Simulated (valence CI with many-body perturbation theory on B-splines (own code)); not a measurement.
Level structure of Tb XV

Method: valence CI with perturbative core correlation (CI+MBPT): five valence electrons over a frozen Dirac-Fock core [Kr] 4d10, a basis of 7 s, 7 p, 7 d, 7 f, 4 g, 2 h functions for each j, with the one-electron correlation potential Σ1 (screened to all orders), the two-electron term Σ2, the three-electron term Σ3, Breit, model QED; selected single and double excitations, second order for the rest, scaled by the run's own slope (own B-spline code, finite nucleus).

No measured spectrum was set against this ion. As an estimate, terms of the open shell hold to a few per cent of their energy, and close levels can change places; configurations with another count of f electrons can be misplaced by thousands of cm⁻¹. Core correlation moves these levels by up to 50000 cm⁻¹, and in measured spectra 5 to 20 % of such shifts remained as error; rates that hang on mixing are uncertain with them. Among the levels kept, up to 960 cm⁻¹ of a level comes from second order outside the variational space, and about a tenth of that is noise between levels of different J, which matters for small intervals. The lowest computed level is not the ground level that NIST lists (6H°5/2, for many ions itself from theory).

Levels 1 to 45 of 50, with energies above the lowest level, 4f⁴5s ⁶I_7/2. "Leading %" is the weight of the configuration and term that name the level; weights of strongly mixed levels are sums over their largest components and can fall short. In the jj column 3d3/2^4 stands for four electrons in 3d with j = 3/2. Lifetimes count E1, E2, E3, M1 and M2 decay at the calculated energies, and are blank where another channel may lead or the interval is too uncertain; long ones can be off by a factor of two.

```
No.  Configuration  Term     J  E (cm⁻¹)  Leading %       g  Lifetime                 Leading jj
  1          4f⁴5s    ⁶I   7/2       0.0         95   0.451              4f5/2^3 4f7/2 5s (39 %)
  2          4f⁴5s    ⁶I   9/2      2411         96   0.830    872 ms    4f5/2^3 4f7/2 5s (55 %)
  3          4f⁴5s    ⁶I  11/2      5268         97   1.034    398 ms    4f5/2^3 4f7/2 5s (46 %)
  4          4f⁴5s    ⁶I  13/2      8409         97   1.155    309 ms  4f5/2^2 4f7/2^2 5s (64 %)
  5          4f⁴5s    ⁶I  15/2     11706         96   1.233    339 ms    4f5/2 4f7/2^3 5s (45 %)
  6          4f⁴5s    ⁶I  17/2     15075         94   1.286    562 ms    4f5/2 4f7/2^3 5s (44 %)
  7         4f³5s²   ⁴I°   9/2     19934         91   0.738    869 ms        4f5/2^3 5s^2 (67 %)
  8          4f⁴5s    ⁴I   9/2     20798         91   0.741    146 ms    4f5/2^3 4f7/2 5s (45 %)
  9          4f⁴5s    ⁶F   1/2     22659         94  -0.631              4f5/2^3 4f7/2 5s (70 %)
 10          4f⁴5s    ⁶F   3/2     23167         92   1.061    88.5 s    4f5/2^3 4f7/2 5s (43 %)
 11          4f⁴5s    ⁶F   5/2     24243         90   1.312    8.29 s  4f5/2^2 4f7/2^2 5s (42 %)
 12          4f⁴5s    ⁴I  11/2     25180         90   0.958    175 ms    4f5/2^3 4f7/2 5s (50 %)
 13         4f³5s²   ⁴I°  11/2     25594         95   0.967    124 ms  4f5/2^2 4f7/2 5s^2 (88 %)
 14          4f⁴5s    ⁶F   7/2     26018         92   1.379    1.40 s    4f5/2^3 4f7/2 5s (46 %)
 15          4f⁴5s    ⁶S   5/2     26788         90   1.958    13.7 s  4f5/2^2 4f7/2^2 5s (47 %)
 16          4f⁴5s    ⁶F   9/2     27999         88   1.404    696 ms  4f5/2^2 4f7/2^2 5s (46 %)
 17          4f⁴5s    ⁴I  13/2     29421         83   1.083    185 ms  4f5/2^2 4f7/2^2 5s (58 %)
 18          4f⁴5s    ⁶F  11/2     30802         90   1.434    842 ms  4f5/2^2 4f7/2^2 5s (46 %)
 19         4f³5s²   ⁴I°  13/2     31216         96   1.104    107 ms  4f5/2 4f7/2^2 5s^2 (75 %)
 20          4f⁴5s    ⁶G   3/2     31601         89   0.044    1.34 s    4f5/2^3 4f7/2 5s (43 %)
 21          4f⁴5s    ⁶G   5/2     32647         85   0.846    1.12 s    4f5/2^3 4f7/2 5s (65 %)
 22          4f⁴5s    ⁶G   7/2     33181         53   1.014   45.0 ms    4f5/2^3 4f7/2 5s (46 %)
 23          4f⁴5s    ⁴K  11/2     33353         92   0.783   39.9 ms  4f5/2^2 4f7/2^2 5s (55 %)
 24          4f⁴5s    ⁴I  15/2     33543         74   1.162    166 ms  4f5/2^2 4f7/2^2 5s (38 %)
 25          4f⁴5s    ⁴K  13/2     34995         73   0.965   32.2 ms    4f5/2^3 4f7/2 5s (46 %)
 26          4f⁴5s    ⁶G   9/2     35115         50   1.190   52.8 ms  4f5/2^2 4f7/2^2 5s (46 %)
 27         4f³5s²   ⁴I°  15/2     36728         94   1.194    134 ms  4f5/2 4f7/2^2 5s^2 (44 %)
 28          4f⁴5s    ⁴K  15/2     37066         57   1.081   31.2 ms    4f5/2^3 4f7/2 5s (47 %)
 29          4f⁴5s    ⁴H   7/2     37067         49   0.868   18.5 ms  4f5/2^2 4f7/2^2 5s (43 %)
 30          4f⁴5s    ⁶G  11/2     38870         67   1.300   79.5 ms  4f5/2^2 4f7/2^2 5s (48 %)
 31          4f⁴5s    ⁴K  17/2     39409         62   1.142   28.0 ms    4f5/2^3 4f7/2 5s (48 %)
 32          4f⁴5s    ⁴H   9/2     40499         45   1.106   23.0 ms  4f5/2^2 4f7/2^2 5s (60 %)
 33          4f⁴5s    ⁴G   5/2     40537         69   0.707   92.6 ms    4f5/2^3 4f7/2 5s (68 %)
 34            4f⁵   ⁶H°   5/2     41345         91   0.312   1.69 ms       4f5/2^4 4f7/2 (32 %)
 35          4f⁴5s    ⁴F   3/2     41699         83   0.465    651 ms    4f5/2^3 4f7/2 5s (63 %)
 36         4f³5s²   ⁴F°   3/2     41700         84   0.468   82.2 ms        4f5/2^3 5s^2 (52 %)
 37          4f⁴5s    ⁴L  13/2     42114         64   0.853   75.3 ms    4f5/2^3 4f7/2 5s (51 %)
 38          4f⁴5s    ⁴D   5/2     42933         28   1.160   47.0 ms          4f5/2^4 5s (35 %)
 39          4f⁴5s    ⁶G  13/2     43044         89   1.365    157 ms    4f5/2 4f7/2^3 5s (48 %)
 40          4f⁴5s    ⁴S   3/2     43394         31   1.571   60.8 ms    4f5/2^3 4f7/2 5s (48 %)
 41            4f⁵   ⁶H°   7/2     43540         94   0.833   1.43 ms       4f5/2^4 4f7/2 (45 %)
 42         4f³5s²   ²H°   9/2     43911         52   1.009   15.2 ms  4f5/2^2 4f7/2 5s^2 (60 %)
 43          4f⁴5s    ⁴H  11/2     44548         61   1.191   25.4 ms    4f5/2 4f7/2^3 5s (47 %)
 44          4f⁴5s    ⁴M  15/2     44936         38   0.937   69.3 ms    4f5/2^3 4f7/2 5s (58 %)
 45         4f³5s²   ⁴F°   5/2     45059         90   1.032   48.2 ms  4f5/2^2 4f7/2 5s^2 (70 %)
```

Names give the largest LS component (configuration and term), which can be under half, so a name can repeat, a term be missing and a line seem to break the LS rules; names also repeat where a configuration has a term twice.

Where two levels of one J and parity lie close, their mixing, g and order are uncertain.

The ionisation energy to 4f⁴ ⁵I4 of the next ion comes out as 289.13 eV (NIST: 294 ± 15 eV (theoretical)). All 50 levels together are meant to be complete up to 46893 cm⁻¹.
